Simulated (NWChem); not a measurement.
# Basis-set convergence for H3Al

```xyz
4

Al     0.0000     0.0000     0.0000
H      0.0000     0.0000     1.6008
H      1.3864     0.0000    -0.8004
H     -1.3864     0.0000    -0.8004
```
Charge 0, spin multiplicity 1.

Program: NWChem. The geometry was optimised at PBE/def2-SVP, a minimum by its harmonic frequencies.

Quantity: vertical ionisation energy at the level ΔHF (Δ: difference of total energies, the cation a doublet at the parent's geometry with its hole in an orbital of symmetry a1 (C2v labels); it is the state that the SCF runs reached, from PBE0 orbitals for Hartree-Fock references, and need not be the lowest).

The Pople sets run with spherical d functions. The structure started from a generated list of species. The stability of the SCF solutions was not checked. Open-shell Hartree-Fock references start from PBE0 orbitals; any time given for them includes that run.

The cost column gives rough processor time relative to 6-31+G*; each entry includes its own SCF.

### Question
In def2-QZVP the value is 10.64 eV. Among 6-31+G*, def2-SVP, 6-311G**, def2-SVPD, def2-TZVPD, def2-TZVPP, cc-pVQZ, which is the smallest basis within 0.2 eV of it?

### Answer
6-31+G*, with 28 functions against 160 and about 6 % of the time (also within reach: def2-SVP, 6-311G**, def2-SVPD, def2-TZVPD, def2-TZVPP, cc-pVQZ). def2-QZVP isn't the basis-set limit itself, and a small set can land close by cancellation.

| basis | functions | vertical ionisation energy (eV) | relative cost |
|---|---|---|---|
| 6-31+G* | 28 | 10.72 | 1 |
| def2-SVP | 33 | 10.68 | under 3 |
| 6-311G** | 44 | 10.64 | under 3 |
| def2-SVPD | 48 | 10.66 | under 3 |
| def2-TZVPD | 70 | 10.65 | under 3 |
| def2-TZVPP | 84 | 10.65 | under 3 |
| cc-pVQZ | 149 | 10.64 | 10 |
| def2-QZVP | 160 | 10.64 | 20 |
